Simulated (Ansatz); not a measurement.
C2H6GeOS (`[CH3][GeH2][O]C=S`). The species carries charge 0 and has multiplicity 1. All single points use the PBE0-D4/def2-TZVP geometry. It is one conformer, not always the lowest.

```xyz
11

C     0.966   -0.109    1.644
Ge   -0.595    0.197    0.547
O     0.069    0.550   -1.118
C    -0.368   -0.040   -2.208
S     0.185    0.257   -3.697
H     1.507   -0.985    1.288
H     1.623    0.760    1.594
H     0.671   -0.270    2.682
H    -1.390    1.451    0.931
H    -1.509   -1.030    0.378
H    -1.160   -0.781   -2.041
```

Question: What is the dipole moment at PBE/def2-TZVPP? (An estimate is asked.)

Answer: Computed: 5.09 D, with components (-0.80, -0.91, 4.94) D in this frame, pointing from negative to positive charge.

Question: And with r2SCAN, B3LYP, ωB97M-V? (Estimate.)

Answer: Ansatz gave: r2SCAN 5.28 D, B3LYP 5.22 D, ωB97M-V 5.30 D.

Question: Give the Mulliken charges with PBE, r2SCAN, ωB97M-V in def2-TZVPP. (Best estimate.)

Answer: Ansatz gave: 
| atom | PBE | r2SCAN | ωB97M-V |
| --- | --- | --- | --- |
| C1 | -0.36 | -0.27 | -0.43 |
| Ge2 | 0.32 | 0.36 | 0.31 |
| O3 | -0.22 | -0.30 | -0.31 |
| C4 | 0.07 | 0.11 | 0.05 |
| S5 | -0.24 | -0.25 | -0.20 |
| H6 | 0.12 | 0.09 | 0.14 |
| H7 | 0.12 | 0.10 | 0.14 |
| H8 | 0.11 | 0.08 | 0.13 |
| H9 | 0.00 | 0.00 | 0.03 |
| H10 | -0.01 | 0.00 | 0.03 |
| H11 | 0.08 | 0.08 | 0.10 |

B3LYP here is the variant with VWN-RPA as its local correlation; programs differ in this.
